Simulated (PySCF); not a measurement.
**Polarisability and C₆ of Ne³⁺ (neon, charge +3)**

[He] 2s2 2p3, high-spin 4S determinant. All numbers are calculated (PySCF 2.14, no relativity, point nucleus, in aug-cc-pVTZ). Coupled (time-dependent) response in atomic units; α is the mean over directions.

```csv
method,mean α (bohr³),C₆ (like pair),S(−4)
UHF,0.7121,0.6114,0.6180
PBE,0.6914,0.6143,0.5042
PBE0,0.6914,0.6092,0.5179
M06-2X,0.6770,0.5891,0.5017
B97-3,0.6729,0.5934,0.4722
```

S(−4) is the Cauchy moment in α(ω) = α(0) + S(−4) ω² + …

α(iu) at M06-2X:

```tsv
u (hartree)	α(iu) (bohr³)
0	0.6770
0.0500	0.6757
0.100	0.6720
0.200	0.6579
0.300	0.6366
0.500	0.5822
0.750	0.5119
1.00	0.4513
1.50	0.3602
2.00	0.2954
3.00	0.2073
5.00	0.1143
```

For an ion, C₆ is the dispersion term alone; charge-induced terms of lower order in 1/R come first.
